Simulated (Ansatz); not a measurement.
Calculated with Ansatz (gas phase, PBE0-D4/def2-TZVP geometries, no zero-point term in ΔE). CCSD(T)/CBS is the MP2 limit (def2-TZVPP, def2-QZVPP) plus CCSD(T) − MP2 in def2-TZVPP, frozen cores. This one scheme is used for every species, atoms too. Functionals use def2-TZVPP. No spin–orbit coupling; open shells (•) take unrestricted orbitals. Spin–orbit coupling would lower the free atoms: a little for B, C, O. One conformer a species, not always the lowest.

`CBBO` → 2 B• + C• + 6 H• + O•  (atomization)

| level | ΔE (eV) |
| --- | --- |
| CAM-B3LYP | 39.50 |
| CCSD(T)/def2-SVP | 37.53 |

(1) What does CCSD(T)/CBS give? (An estimate is asked.)

Largest T1 diagnostic among the species: 0.014.

Results:

(1) The calculation gave: +39.08 eV. The listed levels differ from it by 0.42, -1.55 eV.

Leaving LDA and LC-ωPBE aside and taking each functional with its dispersion term where it has one, the values, not all of them listed here, spread over 1.43 eV, from BHLYP-D4 to PBE-D4. LDA lies +4.63 eV from PBE without D4, its usual overbinding. At CCSD(T), def2-SVP lies −1.55 eV from the extrapolated value and def2-TZVPP −0.83 eV: correlation converges slowly with the basis, and small sets miss more of it in the bonded molecule than in its fragments.

For atomizations the MP2-based limit and the directly extrapolated one differ by several kJ/mol either way, and by 10 to 25 for some Ge, Se and Sn compounds, so smaller differences from it don't rank the levels.
